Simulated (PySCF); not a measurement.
**Relaxation of singlet SI₃⁺**

Computed with PBE0/[S def2-SVP, I def2-SVP with ECP28], scalar-relativistic core potentials, density fitting, no spin–orbit coupling, PySCF. A (50,194) grid was used.

A hand-made trigonal planar start, of D3h symmetry, held to at least that symmetry:

```xyz
4
charge 1 multiplicity 1, angstrom
S     0.0000    0.0000    0.0000
I     2.3128    0.0000    0.0000
I    -1.1564    2.0029    0.0000
I    -1.1564   -2.0029    0.0000
```

Optimiser trace:
| step | E − E(last) (kJ/mol) | largest gradient (Eh/bohr) |
| --- | --- | --- |
| 0 | 12.66 | 0.02293 |
| 1 | 2.04 | 0.00857 |
| 2 | 0.06 | 0.00136 |
| 3 | 0.00 | 0.00010 |
| 4 | 0.00 | 0.00000 |

It ends at D3h with S–I 2.392 Å (×3); I–S–I 120.0° (×3). A frequency run shows 1 imaginary mode, down to 346i cm⁻¹, so it is a saddle point. Other isomers or separated fragments may lie lower.

The relaxation took about 50 core-seconds on a shared host.
